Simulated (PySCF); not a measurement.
# Two-component Hartree-Fock for Ir⁶¹⁺ (iridium, charge +61)

Start: [Ne] 3s2 3p4; 3p1/2 filled at m_j = -1/2, +1/2; 3p3/2 filled at m_j = +1/2, +3/2. Calculated with PySCF 2.14 in an even-tempered Gaussian basis (18 s from 19 bohr⁻², ratio 2.4; 14 p from 25 bohr⁻², ratio 2.4; 4 d from 88 bohr⁻², ratio 2.6; 4 f from 130 bohr⁻², ratio 2.6): generalised Hartree-Fock with the X2C-1e Hamiltonian and a Gaussian nucleus; one run each with spin-orbit coupling (SO) switched off, then screened by Boettger's factors.

```json
{"spinor shell": "1s1/2", "electrons": "2", "ε, spin-free (eV)": "-81409.3", "ε, screened SO (eV)": "-81375.2", "weight of nominal j (screened SO)": "1.000", "rms radius, screened SO (bohr)": "0.0197"}
{"spinor shell": "2s1/2", "electrons": "2", "ε, spin-free (eV)": "-18213.5", "ε, screened SO (eV)": "-18200.5", "weight of nominal j (screened SO)": "1.000", "rms radius, screened SO (bohr)": "0.0785"}
{"spinor shell": "2p1/2", "electrons": "2", "ε, spin-free (eV)": "-16466.0", "ε, screened SO (eV)": "-17659.2", "weight of nominal j (screened SO)": "1.000", "rms radius, screened SO (bohr)": "0.0665"}
{"spinor shell": "3s1/2", "electrons": "2", "ε, spin-free (eV)": "-7221.5", "ε, screened SO (eV)": "-7216.7", "weight of nominal j (screened SO)": "1.000", "rms radius, screened SO (bohr)": "0.189"}
{"spinor shell": "3p1/2", "electrons": "2", "ε, spin-free (eV)": "-6712.2", "ε, screened SO (eV)": "-7013.3", "weight of nominal j (screened SO)": "1.000", "rms radius, screened SO (bohr)": "0.179"}
{"spinor shell": "3p3/2", "electrons": "2", "ε, spin-free (eV)": "-6712.2", "ε, screened SO (eV)": "-6585.1", "weight of nominal j (screened SO)": "1.000", "rms radius, screened SO (bohr)": "0.192"}
```

(1) Where does 2p3/2 lie, and what is the 2p spin-orbit splitting (screened SO)?

```json
{"quantity": "E (hartree)", "spin-free": "-13661.55647", "screened SO": "-13694.52491"}
{"quantity": "M_J", "spin-free": "2", "screened SO": "2"}
{"quantity": "⟨J²⟩", "spin-free": "6.000", "screened SO": "6.001"}
{"quantity": "⟨L²⟩", "spin-free": "2.000", "screened SO": "3.312"}
{"quantity": "⟨S²⟩", "spin-free": "2.000", "screened SO": "1.410"}
```

Each row is a mean over spinors that exchange with the open shell spreads, by up to 40.628 eV (3s1/2).

Breit and QED terms are absent; they matter most for the inner s and p1/2 levels.

Densities and radii are taken from the X2C orbitals without a picture-change correction, which distorts them close to the nucleus.

Without spin-orbit coupling the j labels of p, d and f shells carry no meaning; the spin-free column gives the mean over the occupied spinors of each nl shell.

Results:

(1) At -15983.7 eV, 1675.4 eV above 2p1/2.
